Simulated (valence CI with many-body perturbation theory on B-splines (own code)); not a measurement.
# E1 transitions of Er LXIII

Calculated by relativistic CI+MBPT: four valence electrons over a frozen Dirac-Fock core [He], a basis of 11 s, 11 p, 10 d, 8 f, 5 g, 2 h functions for each j, with the one-electron correlation potential Σ1 (screened to all orders), the two-electron term Σ2, the three-electron term Σ3, Breit, model QED; selected single and double excitations, second order for the rest, scaled by the run's own slope (own B-spline code, finite nucleus).

The last digits are not significant, and no measured levels were compared; by estimate large intervals hold to a few tenths of a per cent, small ones and those within an open d or f shell to about a per cent. Among the levels kept, up to 920 cm⁻¹ of a level comes from second order outside the variational space, and about a tenth of that is noise between levels of different J, which matters for small intervals.

Lines 101 to 150 of 543 in falling wavelength, among levels below 93028 × 10³ cm⁻¹, chosen from the strongest by gf and those to the six lowest levels. Wavelengths and rates use the calculated energies. Electric multipoles are in the length gauge, E1 and E2 with the static RPA response of the core. Weak lines are less certain than strong ones. Lines between different terms over intervals too small for the method are left out, as are lines whose strength nearly cancels. The highest levels of a list are the least certain.

Levels are named by their leading jj configuration (3d3/2^4 stands for four electrons in 3d with j = 3/2), which in mixed levels can hold well under half, so a name can repeat and another be missing. Letters in brackets count levels of one name in rising energy.

```tsv
λ vac (nm)	Upper	Lower	A (s⁻¹)	S (a.u.)
3.349	(2s 2p3/2^2 3p3/2) J=2 [b]	(2s 2p3/2^2 3s) J=1 [a]	4.56e+11	4.22e-02
3.345	(2s 2p1/2 2p3/2 3d3/2) J=3 [b]	(2s 2p1/2 2p3/2 3p1/2) J=3	2.11e+11	2.73e-02
3.344	(2s 2p1/2 2p3/2 3p3/2) J=4	(2s 2p1/2 2p3/2 3s) J=3	5.70e+11	9.47e-02
3.343	(2s 2p1/2 2p3/2 3p3/2) J=3 [b]	(2s 2p1/2 2p3/2 3s) J=2 [b]	2.38e+11	3.08e-02
3.342	(2s 2p3/2^2 3d3/2) J=2 [d]	(2s 2p3/2^2 3p1/2) J=1 [b]	2.08e+11	1.92e-02
3.337	(2s 2p3/2^2 3p3/2) J=2 [c]	(2s 2p3/2^2 3s) J=2 [b]	1.70e+11	1.56e-02
3.335	(2p1/2^2 2p3/2 3p3/2) J=3	(2p1/2^2 2p3/2 3s) J=2	4.46e+11	5.72e-02
3.330	(2s 2p3/2^2 3p3/2) J=3 [a]	(2s 2p3/2^2 3s) J=3	3.81e+11	4.86e-02
3.322	(2p1/2 2p3/2^2 3p3/2) J=2 [c]	(2p1/2 2p3/2^2 3s) J=1 [b]	4.66e+11	4.21e-02
3.307	(2s 2p3/2^2 3p3/2) J=2 [c]	(2s 2p3/2^2 3s) J=1 [b]	2.49e+11	2.23e-02
3.285	(2p1/2 2p3/2^2 3d3/2) J=3 [b]	(2p1/2 2p3/2^2 3p1/2) J=3	1.94e+11	2.38e-02
3.282	(2s^2 2p1/2 3p3/2) J=2	(2s^2 2p1/2 3s) J=1	6.65e+11	5.81e-02
3.281	(2s 2p1/2 2p3/2 3p3/2) J=1 [b]	(2s 2p1/2 2p3/2 3s) J=2 [b]	6.18e+11	3.23e-02
3.280	(2s 2p1/2 2p3/2 3p3/2) J=2 [d]	(2s 2p1/2 2p3/2 3s) J=2 [c]	2.79e+11	2.43e-02
3.267	(2s^2 2p1/2 3p3/2) J=1	(2s^2 2p1/2 3s) J=1	2.51e+11	1.30e-02
3.262	(2s 2p1/2 2p3/2 3d3/2) J=2 [b]	(2s 2p1/2 2p3/2 3p1/2) J=3	1.53e+11	1.31e-02
3.250	(2s 2p3/2^2 3p3/2) J=2 [c]	(2s 2p3/2^2 3s) J=1 [a]	1.95e+11	1.65e-02
3.244	(2s 2p1/2 2p3/2 3p3/2) J=1 [c]	(2s 2p1/2 2p3/2 3s) J=1 [c]	3.09e+11	1.56e-02
3.238	(2s^2 2p1/2 3p3/2) J=1	(2s^2 2p1/2 3s) J=0	4.81e+11	2.42e-02
3.235	(2p1/2 2p3/2^2 3p3/2) J=1 [b]	(2p1/2 2p3/2^2 3s) J=2 [b]	3.12e+11	1.56e-02
3.225	(2s 2p1/2^2 3p3/2) J=2	(2s 2p1/2^2 3s) J=1	6.33e+11	5.24e-02
3.209	(2s 2p1/2 2p3/2 3p3/2) J=2 [b]	(2s 2p1/2 2p3/2 3s) J=3	2.05e+11	1.67e-02
3.209	(2s 2p1/2 2p3/2 3p3/2) J=2 [d]	(2s 2p1/2 2p3/2 3s) J=1 [b]	3.88e+11	3.16e-02
3.201	(2s 2p3/2^2 3p3/2) J=2 [a]	(2s 2p3/2^2 3s) J=2 [a]	5.67e+11	4.59e-02
3.198	(2s^2 2p3/2 3p3/2) J=2	(2s^2 2p3/2 3s) J=1	3.97e+11	3.20e-02
3.189	(2s 2p1/2 2p3/2 3p3/2) J=1 [c]	(2s 2p1/2 2p3/2 3s) J=0	3.63e+11	1.74e-02
3.184	(2s 2p1/2^2 3p3/2) J=1	(2s 2p1/2^2 3s) J=1	2.59e+11	1.24e-02
3.153	(2s 2p1/2 2p3/2 3p3/2) J=1 [d]	(2s 2p1/2 2p3/2 3s) J=1 [b]	4.27e+11	1.98e-02
3.152	(2p1/2^2 2p3/2 3p3/2) J=2	(2p1/2^2 2p3/2 3s) J=1	1.97e+11	1.52e-02
3.147	(2s 2p1/2 2p3/2 3p3/2) J=2 [a]	(2s 2p1/2 2p3/2 3s) J=2 [a]	3.15e+11	2.42e-02
3.142	(2s 2p1/2 2p3/2 3p3/2) J=3 [b]	(2s 2p1/2 2p3/2 3s) J=3	4.11e+11	4.41e-02
3.133	(2s^2 2p3/2 3p3/2) J=2	(2s^2 2p3/2 3s) J=2	3.86e+11	2.93e-02
3.131	(2p1/2 2p3/2^2 3p3/2) J=2 [b]	(2p1/2 2p3/2^2 3s) J=2 [b]	4.50e+11	3.41e-02
3.113	(2p1/2^2 2p3/2 3p3/2) J=2	(2p1/2^2 2p3/2 3s) J=2	2.57e+11	1.91e-02
3.069	(2s 2p3/2^2 3p3/2) J=1 [c]	(2s 2p3/2^2 3s) J=1 [b]	6.45e+11	2.76e-02
3.057	(2p1/2 2p3/2^2 3p3/2) J=1 [b]	(2p1/2 2p3/2^2 3s) J=1 [a]	3.81e+11	1.61e-02
3.008	(2s^2 2p3/2 3p3/2) J=0	(2s^2 2p3/2 3s) J=1	9.48e+11	1.27e-02
3.006	(2s 2p3/2^2 3p3/2) J=2 [a]	(2s 2p3/2^2 3s) J=3	2.04e+11	1.36e-02
1.053	(2s 2p3/2^2 3d5/2) J=5	(2s^2 2p3/2 3d5/2) J=4	1.00e+12	6.33e-03
1.051	(2s 2p3/2^2 3p3/2) J=4	(2s^2 2p3/2 3p3/2) J=3	1.05e+12	5.41e-03
1.051	(2s 2p3/2^2 3s) J=3	(2s^2 2p3/2 3s) J=2	1.24e+12	4.96e-03
1.048	(2p1/2 2p3/2^2 3p3/2) J=2 [a]	(2s 2p1/2 2p3/2 3p3/2) J=1 [c]	1.57e+12	4.47e-03
1.048	(2p1/2 2p3/2^2 3d5/2) J=3	(2s 2p1/2 2p3/2 3d5/2) J=2 [c]	1.24e+12	4.95e-03
1.047	(2s 2p3/2^2 3d3/2) J=4	(2s^2 2p3/2 3d3/2) J=3	1.02e+12	5.19e-03
1.045	(2s 2p3/2^2 3p1/2) J=3	(2s^2 2p3/2 3p1/2) J=2	1.14e+12	4.50e-03
1.039	(2s 2p1/2 2p3/2^2) J=2 [a]	(2s^2 2p1/2 2p3/2) J=1	1.26e+12	3.49e-03
1.036	(2p1/2 2p3/2^2 3p3/2) J=3 [a]	(2s 2p1/2 2p3/2 3p3/2) J=2 [c]	2.84e+12	1.09e-02
1.035	(2p1/2 2p3/2^2 3d5/2) J=4	(2s 2p1/2 2p3/2 3d5/2) J=3 [c]	2.46e+12	1.21e-02
1.033	(2p1/2 2p3/2^2 3d5/2) J=3	(2s 2p1/2 2p3/2 3d5/2) J=3 [c]	1.07e+12	4.09e-03
1.033	(2p1/2 2p3/2^2 3s) J=2 [a]	(2s 2p1/2 2p3/2 3s) J=1 [c]	2.21e+12	6.02e-03
```
